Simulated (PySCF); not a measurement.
A structure optimised at B3LYP-D3(BJ)/def2-SVP, used in a PySCF frequency run:

```xyz
10

C     -2.7642     0.4968     0.1331
C     -1.7145    -0.5454    -0.1459
C     -0.4584    -0.3007    -0.4350
C      0.7902    -0.0485    -0.7283
Cl     2.0530     0.0950     0.4870
H     -2.3522     1.5135     0.0689
H     -3.5985     0.4086    -0.5834
H     -3.1905     0.3535     1.1404
H     -2.0368    -1.5959    -0.1004
H      1.1586     0.0914    -1.7482
```

Problem. Write its SMILES and formula.

Solution. CC=C=CCl, C₄H₅Cl

Problem. What are its rotational constants (standard atomic weights)?

Solution. 15.237, 1.5257, 1.4671 GHz
